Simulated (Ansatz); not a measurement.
Several settings on one geometry of SnH2Me(SiH3) (CH8SiSn) (that of the charge 0 singlet, r2SCAN-D4/def2-SVP). Ansatz on 4 threads of Intel Xeon on a shared host; times are rough.

```
atom    x (Å)    y (Å)    z (Å)
 Sn1   0.7494   0.1518   0.5308
  H2   0.7771   0.1629   2.2502
  H3   2.3792   0.1728  -0.0172
  C4  -0.2403   1.9450  -0.1628
  H5   0.2833   2.8297   0.2281
  H6  -1.2823   1.9645   0.1876
  H7  -0.2301   1.9825  -1.2616
 Si8  -0.4275  -1.9762  -0.3092
  H9  -1.8207  -2.0553   0.2298
 H10   0.3162  -3.1971   0.1275
 H11  -0.5044  -1.9807  -1.8032
```

Totals from different functionals, basis sets or treatments of relativity can't be compared as stabilities.

In the def2 sets Sn takes a core potential; there is no spin–orbit coupling.

The spins typed aren't always the lowest for that charge.

(1) Give the basis size and estimate the energy, ⟨S²⟩, dipole and time of these runs.

```tsv
run	method	charge	state	further keys
1	RKS PBE0-D3(BJ)/def2-mTZVP	0	singlet	accuracy: high; scf: {omitted_lower_state_checks: [starts]}; forces asked
2	UKS RPBE-D3(BJ)-ATM/STO-3G	1	doublet	nuclear_model: gaussian; scf: {omitted_lower_state_checks: [starts]}; forces asked
3	RKS SVWN5/STO-3G	0	singlet	accuracy: high; scf: {omitted_lower_state_checks: [starts]}; forces asked
```

Answers

(1) 
```tsv
run	functions	energy (Eh)	⟨S²⟩	dipole (D)	wall time
1	101	-546.5294	–	0.73	12 s
2	49	-6293.3897	0.75	–	4.8 s
3	49	-6286.5505	–	0.08	7 s
```
